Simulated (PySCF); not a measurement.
C₂H₅Si, SMILES C[Si][CH2] (connectivity only; charge and spin as stated), charge +1, multiplicity 1. Coordinates come from a TPSSh-D3(BJ)/def2-TZVP optimisation. The multiplicity is an assumed one; other spin states were not compared. The isomer is the one that the SMILES or the coordinates give; other isomers of the formula were not compared.

These are TPSSh-D3(BJ)/def2-TZVP in PySCF values and carry that method's errors.

Harmonic wavenumbers (cm⁻¹): 98, 132, 232, 574, 635, 770, 790, 818, 972, 1257, 1345, 1405, 1429, 3007, 3082, 3084, 3152, 3168. Rotational constants (GHz): 52.33, 5.393, 5.222; symmetry number 1.

Work out the zero-point energy and the ideal-gas rigid-rotor harmonic-oscillator thermochemistry at 298.15 K and 1 atm.

ZPE = ½ Σ hcν = ½ × 25951 cm⁻¹ = 155.22 kJ/mol. H − E(el) = 171.86 kJ/mol. Entropy in J/(mol K): translation 159.20, rotation 95.83, vibration 41.86, total 296.89. G − E(el) = 83.34 kJ/mol. Cp = 77.63 J/(mol K). Modes under 150 cm⁻¹ make the vibrational entropy uncertain.
